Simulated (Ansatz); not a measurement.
HfZrO4. Total charge 0; quintet. Geometry PBE0-D4/def2-SVP; atoms count from 1.

```xyz
6

Hf   -0.6093    0.1626    1.3725
Zr    1.0092   -0.5481   -0.9946
O    -0.5381   -1.2386   -0.0033
O     1.3125   -0.3459   -2.9893
O     1.0038    0.7893    0.4433
O    -2.1781    1.1806    2.1713
```

In the def2 sets Hf, Zr take a core potential; there is no spin–orbit coupling. At PBE0-D4/def2-TZVP a singlet of charge 0 lies 4.86 eV below the quintet, each at its own geometry. The structure comes from a short search, and lower isomers may exist.

Q: Estimate the Mulliken populations from the PBE0/def2-TZVP orbitals of Ansatz.

A: 
| atom | charge (e) | spin (α − β) | d electrons |
| --- | --- | --- | --- |
| Hf1 | 1.02 | 1.05 | 1.84 |
| Zr2 | 1.23 | 1.04 | 2.01 |
| O3 | -0.69 | -0.01 | – |
| O4 | -0.46 | 0.97 | – |
| O5 | -0.69 | -0.01 | – |
| O6 | -0.42 | 0.97 | – |
Mulliken values depend strongly on the basis.

Q: Where does the spin sit?

A: Summed by element: Hf 1.05, Zr 1.04, O 1.91, of 4 unpaired in all. Largest on single atoms: Hf1 1.05, Zr2 1.04, O4 0.97.

Q: And the Mayer bond orders between heavy atoms (over 0.3)?

A: Hf1–O3 1.08 (1.97 Å); Hf1–O5 1.08 (1.96 Å); Hf1–O6 0.99 (2.03 Å); Zr2–O3 0.95 (1.96 Å); Zr2–O4 0.94 (2.03 Å); Zr2–O5 0.94 (1.96 Å).
